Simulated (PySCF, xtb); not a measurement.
H3O4Ta, SMILES [O]=[Ta]([OH])([OH])[OH], multiplicity 1.

GFN2-xTB (xtb) at its own geometry gives an orbital gap of 5.29 eV and a dipole moment of 3.28 D.

Geometry: B3LYP-D3(BJ)/def2-SVP. The spin state was assumed, not searched. The def2 effective core potentials stand for the cores of Ta; spin–orbit coupling is left out. Other conformers were not sampled.

What does PBE/def2-TZVP (PySCF) give? (Estimate from the structure and the level; the computed values follow.)

gap 6.59 eV (levels -7.61 and -1.02 eV), dipole 0.20 D.
